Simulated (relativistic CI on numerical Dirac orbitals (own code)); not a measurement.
**What each ingredient does to the levels of Se25+**

Base calculation: Dirac-Coulomb-Breit CI, KLI orbitals optimised for each configuration, model QED (radiative potential, 1s self-energy scaled to tabulated hydrogen-like ionisation energies), unscaled Slater integrals.

CI space (outside the closed core 1s2): 2s²2p⁵, 2s2p⁶, 2p⁶3s, 2p⁶3p, 2p⁶3d, 2s²2p⁴3s, 2s²2p⁴3p, 2s²2p⁴3d, 2s2p⁵3s, 2s2p⁵3p, 2s2p⁵3d, 2s²2p⁴4s, 2s²2p⁴4p, 2s²2p⁴4d, 2s²2p⁴4f, 2s2p⁵4s, 2s2p⁵4p, 2s2p⁵4d, 2s²2p³3s², 2s2p⁵4f, 2s²2p⁴5s, 2s²2p⁴5p, 2s²2p³3s3p, 2s²2p⁴5d, 2s²2p⁴5f, 2s²2p⁴5g, 2s²2p³3p², 2s²2p³3s3d, 2s²2p³3p3d, 2s2p⁴3s², 2s2p⁴3s3p, 2s²2p³3d², 2s2p⁵5s, 2s2p⁵5p, 2s2p⁴3p², 2s2p⁵5d. Levels of other configurations are missing.

The lowest level and the first level of each name with at least 55 % of one term (blank where a level has no safe partner in the second run):

```
          Level  Base (eV)  Shift (eV)
  2s²2p⁵ ²P°3/2       0.00        0.00
  2s²2p⁵ ²P°1/2      42.85       +0.87
    2s2p⁶ ²S1/2     212.58       -0.22
 2s²2p⁴3s ⁴P5/2    1499.89       +1.46
 2s²2p⁴3s ²P3/2    1504.57       +1.39
 2s²2p⁴3s ⁴P3/2    1540.55       +1.94
 2s²2p⁴3s ²P1/2    1544.25       +1.93
 2s²2p⁴3s ²D5/2    1553.47       +2.54
 2s²2p⁴3s ²D3/2    1554.84       +2.49
2s²2p⁴3p ²P°1/2    1555.40       +1.23
2s²2p⁴3p ⁴D°7/2    1557.09       +1.50
2s²2p⁴3p ⁴P°1/2    1584.13       +1.68
2s²2p⁴3p ²F°5/2    1598.65       +2.35
2s²2p⁴3p ²F°7/2    1608.96       +2.63
 2s²2p⁴3d ⁴D5/2    1612.04       +1.55
 2s²2p⁴3d ⁴D7/2    1613.09       +1.75
 2s²2p⁴3d ⁴F9/2    1616.44       +1.81
 2s²2p⁴3d ²F7/2    1617.38       +1.69
 2s²2p⁴3d ⁴D1/2    1650.50       +1.93
 2s²2p⁴3d ²P3/2    1661.38       +2.32
 2s²2p⁴3d ²G7/2    1665.86       +2.80
 2s²2p⁴3d ²G9/2    1667.56       +2.90
```

At this charge energies of transitions that change n are usually good to better than 1 %, and those within a shell (Δn = 0) to a few per cent.

Problem. One thing was changed in a second run, which moved the levels as shown. Which?
A. QED terms removed
B. non-relativistic limit
C. Breit term removed
D. configuration mixing switched off

Solution. C. Breit term removed. The Breit term mainly narrows fine-structure intervals, so removing it widens them.

LS names give the leading component of a level, which can be under half, so a name can repeat, a term be missing and a line seem to break the LS rules.
